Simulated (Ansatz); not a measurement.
```yaml
crystal:
  periodic: [false, false, false]
  atoms:
    - {symbol: Li, position_ang: [-0.804152, 0.455147, 2.839934]}
    - {symbol: Li, position_ang: [1.936180, -1.235213, 1.307508]}
    - {symbol: Li, position_ang: [-1.654143, -0.033261, -2.130436]}
    - {symbol: Li, position_ang: [-0.373029, 0.410374, 0.201015]}
    - {symbol: Li, position_ang: [1.427209, 2.259317, 1.125382]}
    - {symbol: Li, position_ang: [-0.325919, -2.452050, -0.127800]}
    - {symbol: Li, position_ang: [0.259162, 2.271716, -1.692513]}
    - {symbol: Li, position_ang: [-2.917067, -0.434239, 0.602020]}
    - {symbol: Li, position_ang: [1.476110, -0.840706, -1.563839]}
    - {symbol: Li, position_ang: [-2.063388, 2.608734, 0.498827]}
    - {symbol: Li, position_ang: [2.552695, -3.596056, -0.570174]}
basis:
  gaussian: {orbitals: def2-SVP}
total_charge: 1
hamiltonian: {xc: {name: SPW92}}
scf: {lower_state_search: light}
output: {forces: true}
```

```sh
$ ansatz run in.yaml --threads 4 --pin off --events-out ev --progress --plain --max-ram 3916MiB
```

Output, abridged:

```
Functional definition: SPW92
1496 factors; their error is unknown
mean field evaluation 1: about -2183.3362 eV, gradient 5.2e1 eV
mean field evaluation 2: about -2158.2322 eV, gradient 4.9e1 eV
mean field evaluation 4: about -2200.4233 eV, gradient 1.9e1 eV
mean field evaluation 8: about -2204.6056 eV, gradient 1.2e0 eV
mean field evaluation 16: about -2204.4687 eV, gradient 2.5e-3 eV
mean field evaluation 32: about -2197.5042 eV, gradient 1.0e1 eV
mean field -2204.46868625 eV, -81.0127299772 hartree, gradient 5.7e-5 eV, S^2 0.000000; 4 other end points of the search recorded, 0 dependent functions left out
reference -2204.46875961 eV, -81.0127326730 hartree; 16, 16 occupied and 83, 83 virtual orbitals, 1496 factors
Total energy: -2204.46875961 eV, -81.0127326730 hartree
Atom 0 at    -0.804152     0.455147     2.839934 Å, force     0.071781    -0.015238    -0.146875 eV/Å
Atom 1 at     1.936180    -1.235213     1.307508 Å, force    -0.170159     0.134112    -0.063241 eV/Å
Atom 2 at    -1.654143    -0.033261    -2.130436 Å, force    -0.000496     0.008400     0.049527 eV/Å
Atom 3 at    -0.373029     0.410374     0.201015 Å, force     0.036518     0.033002    -0.034219 eV/Å
Atom 4 at     1.427209     2.259317     1.125382 Å, force    -0.127067    -0.181930     0.034825 eV/Å
Atom 5 at    -0.325919    -2.452050    -0.127800 Å, force    -0.028986     0.088807     0.078018 eV/Å
Atom 6 at     0.259162     2.271716    -1.692513 Å, force    -0.004848    -0.023491    -0.004524 eV/Å
Atom 7 at    -2.917067    -0.434239     0.602020 Å, force     0.056730    -0.017229     0.061855 eV/Å
Atom 8 at     1.476110    -0.840706    -1.563839 Å, force     0.031692     0.098540     0.063367 eV/Å
Atom 9 at    -2.063388     2.608734     0.498827 Å, force     0.094451    -0.054809    -0.022427 eV/Å
Atom 10 at     2.552695    -3.596056    -0.570174 Å, force     0.040384    -0.070163    -0.016306 eV/Å
Dipole moment:     0.071548    -0.023959     0.072779 e Å
```

Hardware: 4 threads of Arm Neoverse V1 on a shared host. Wall time 2.2 s.

The restricted singlet is unstable towards broken spin symmetry in Hartree–Fock (as tested in another run); at RKS LDA (SPW92)/def2-SVP this wasn't settled.

The dipole of an ion depends on the origin.
